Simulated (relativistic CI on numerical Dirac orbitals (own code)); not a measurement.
Radial parameters of Gd²⁹⁺

Calculated at this level of theory: Dirac-Coulomb-Breit CI, separate exchange-only KLI orbitals for each configuration, model QED (radiative potential, 1s self-energy scaled to tabulated hydrogen-like ionisation energies), unscaled Slater integrals (own radial code, finite nucleus).

Slater integrals F^k, G^k are unscaled and averaged over j, outside the closed core [Ar] 3d10; ζ comes from projecting the Hamiltonian with its Breit term on Σ l·s of the shell.

- 4s2 4p5: ζ(4p) = 225350 cm⁻¹; <r>(4p) = 0.5148, <r^2>(4p) = 0.2994 (bohr units).
- 4s2 4p4 4d: F^2(4p,4p) = 199590, ζ(4p) = 225770, F^2(4p,4d) = 195460, G^1(4p,4d) = 243590, G^3(4p,4d) = 155950, ζ(4d) = 27819 cm⁻¹; <r>(4p) = 0.5148, <r^2>(4p) = 0.2995, <r>(4d) = 0.5195, <r^2>(4d) = 0.3081 (bohr units).
- 4s 4p5 4d: G^1(4s,4p) = 261430, ζ(4p) = 225580, G^2(4s,4d) = 192410, F^2(4p,4d) = 195410, G^1(4p,4d) = 243540, G^3(4p,4d) = 155910, ζ(4d) = 27994 cm⁻¹; <r>(4s) = 0.5016, <r^2>(4s) = 0.2826, <r>(4p) = 0.5149, <r^2>(4p) = 0.2996, <r>(4d) = 0.5196, <r^2>(4d) = 0.3083 (bohr units).

Averages of the first 10 configurations, taken without configuration mixing, which lowers the lowest level and can move excited configurations by several eV; other configurations of the list can lie among them:

```tsv
Configuration	Parity	States	Average energy above the lowest level (eV)
4s2 4p5	odd	6	15.6
4s 4p6	even	2	129.5
4s2 4p4 4d	even	150	156.9
4s 4p5 4d	odd	120	266.9
4s2 4p4 4f	odd	210	304.6
4s 4p5 4f	even	168	414.9
4p6 4d	even	10	385.9
4s 4p4 4d2	even	1350	406.9
4s2 4p3 4d 4f	even	2800	446.4
4p6 4f	odd	14	534.1
```
